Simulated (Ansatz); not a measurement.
Born–Oppenheimer molecular dynamics of ClH$_{5}$OSn (8 atoms, charge 0, multiplicity 1). It starts at the highest image of a converged band. Of that band: Neighbouring images differ by up to 1.3 eV, so the band resolves the path poorly. A vibrational analysis at the climbing image gives one clearly imaginary mode, 1349i cm⁻¹: a first-order saddle point.

The calculation used RKS PBE0/def2-SVP (Ansatz 0.2.0).

```json
{
 "ensemble": "NVE (velocity Verlet)",
 "time step": "0.5 fs",
 "steps asked": "200",
 "starting velocities drawn for": "100 K",
 "seed": "11090"
}
```

First frame:

```xyz
8
Properties=species:S:1:pos:R:3
Sn -0.009 0.110 -0.040
O 0.322 0.101 2.095
H -0.387 -0.113 2.719
H 1.506 -0.139 -0.780
Cl -1.389 1.558 -1.312
H -1.033 -1.264 0.039
H 0.607 1.864 0.878
H 0.507 1.279 1.675
```

(1) How far do the bonds stretch over the last three quarters of this one trajectory? (Pairs bonded in most of those frames.)

## Answers

(1) 
```json
{"bond": "Sn1–H4", "mean (Å)": "1.722", "spread (Å)": "0.012", "shortest": "1.69", "longest": "1.75"}
{"bond": "Sn1–Cl5", "mean (Å)": "2.396", "spread (Å)": "0.038", "shortest": "2.31", "longest": "2.44"}
{"bond": "Sn1–H6", "mean (Å)": "1.711", "spread (Å)": "0.023", "shortest": "1.67", "longest": "1.75"}
{"bond": "Sn1–H7", "mean (Å)": "1.731", "spread (Å)": "0.108", "shortest": "1.57", "longest": "1.90"}
{"bond": "O2–H3", "mean (Å)": "0.965", "spread (Å)": "0.015", "shortest": "0.93", "longest": "1.00"}
{"bond": "O2–H8", "mean (Å)": "0.969", "spread (Å)": "0.032", "shortest": "0.92", "longest": "1.02"}
```

Mean temperature of the second half: 1571 K. The conserved energy stayed within 0.25 meV per atom of its start (net change -0.11 meV per atom), so the integration is sound. The system heated up, since it started high on the potential surface and ran downhill. A run of 0.1 ps of so small a system gives no equilibrium averages. The orbitals stay closed-shell, which can raise the energy where a bond breaks towards radicals; this wasn't checked here.

The run took 3.4 min on 2 threads of Intel(R) Xeon(R) 6975P-C (Granite Rapids) (shared host), peak memory 0.19 GiB.
